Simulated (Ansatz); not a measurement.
Basis sets compared for the cluster Be12⁺. The state is a doublet with charge 1. Geometry PBE0/def2-SVP. Ansatz on 4 threads of Arm Neoverse V2 on a shared host; times are rough, and most runs start from earlier orbitals.

```xyz
12

Be   -1.265    0.440   -0.320
Be    1.369    0.656   -0.723
Be    0.720   -1.191    0.248
Be    1.888    0.222    1.284
Be   -1.275   -1.368    0.867
Be   -0.232    0.313   -2.247
Be    0.102   -0.453    2.209
Be   -1.617    0.532    1.776
Be    1.095   -1.174   -1.867
Be   -0.884   -1.424   -1.245
Be    0.214    1.398    1.008
Be   -0.115    2.048   -0.989
```

The structure comes from a short search, and lower isomers may exist.

```csv
level,functions,energy (Eh),HOMO (eV),LUMO (eV),wall time
PBE/def2-SVP,108,-176.0886,-8.60,-8.19,3 s
PBE0/def2-SVP,108,-176.1348,-9.34,-7.54,5.5 s
```

**Question.** Estimate the rows for PBE/def2-TZVP (with forces), PBE0/def2-TZVP.

**Answer.** 
| level | functions | energy (Eh) | HOMO (eV) | LUMO (eV) | wall time |
| --- | --- | --- | --- | --- | --- |
| PBE/def2-TZVP (with forces) | 228 | -176.2699 | -8.51 | -8.09 | 7.5 s |
| PBE0/def2-TZVP | 228 | -176.3182 | -9.23 | -7.41 | 20 s |
